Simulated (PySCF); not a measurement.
PySCF input:

```python
from pyscf import gto, scf, dft

mol = gto.M(
    atom='''
    C    -2.06267239   -0.39568048    0.08846500
    Si   -0.25188597   -0.04831905    0.01080302
    Cl    0.64535156   -1.21838193   -1.41334649
    Cl    0.08454981    1.91751364   -0.46311365
    Cl    0.63413587   -0.43746975    1.81795858
    H    -2.23108416   -1.44327031    0.34105235
    H    -2.53055002    0.23128520    0.84847284
    H    -2.52456088   -0.18571874   -0.87703096
    ''',
    basis='def2-tzvpd',
    charge=0,
    spin=0,
    verbose=4,
)

mf = scf.RHF(mol).density_fit(auxbasis='def2-universal-jkfit')
mf.conv_tol = 1e-9
mf.max_cycle = 100
mf.max_memory = 1500
mf.kernel()
if not mf.converged:
    mf = mf.newton()
    mf.kernel(mf.make_rdm1())
mf.analyze()
```

**Question.** Which total energy does the run end on?

**Answer.** -1707.29506 Eh (HF/def2-TZVPD).
